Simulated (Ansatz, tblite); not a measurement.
Cost and result up the ladder for SiEt(NHMe)3 (C5H17N3Si) (26 atoms). Charge 0, multiplicity 1. Geometry: PBE-D4/def2-SVP.

```xyz
26

Si    0.011    0.067    0.039
C     1.195   -1.406    0.195
C     1.006   -2.448   -0.916
H     1.012   -1.865    1.192
H     2.248   -1.047    0.224
H     1.667   -3.330   -0.787
H    -0.041   -2.816   -0.939
H     1.212   -2.015   -1.916
N    -1.696   -0.283   -0.076
C    -2.548   -0.703    1.019
H    -2.050   -0.524   -1.004
H    -2.730   -1.805    1.057
H    -2.065   -0.419    1.977
H    -3.546   -0.206    0.995
N     0.306    0.835   -1.507
C     1.607    1.127   -2.076
H    -0.424    1.485   -1.812
H     2.050    2.103   -1.755
H     2.334    0.340   -1.785
H     1.580    1.131   -3.189
N     0.204    0.970    1.525
C    -0.441    2.238    1.808
H     1.043    0.793    2.081
H     0.182    3.134    1.568
H    -1.370    2.318    1.205
H    -0.746    2.327    2.876
```

Ansatz on 4 threads of AMD EPYC 9R45 on a shared host; xTB runs through tblite on one thread. Times are rough, summed over both states, and most runs start from the orbitals of an earlier one. PBE0-D4/def2-TZVP serves as the yardstick here, not as an exact answer. The other state is a triplet.

The xTB rows come from tblite.

xTB has no spin-polarisation term.

```tsv
level	functions	vertical triplet (eV)	difference from PBE0-D4/def2-TZVP (eV)
GFN2-xTB	58	6.69	1.10
GFN1-xTB	75	6.67	1.08
PBE0-D4/def2-TZVP	387	5.59	0.00
r2SCAN-D4/def2-TZVP	387	5.30	-0.29
PBE-D4/def2-TZVP (with forces)	387	4.90	-0.69
```

Q: Estimate how long each takes.

A: GFN2-xTB 0.023 s; GFN1-xTB 0.04 s; PBE-D4/def2-TZVP (with forces) 10 s; PBE0-D4/def2-TZVP 25 s; r2SCAN-D4/def2-TZVP 28 s. On shared hardware such times vary by a factor of up to 3.
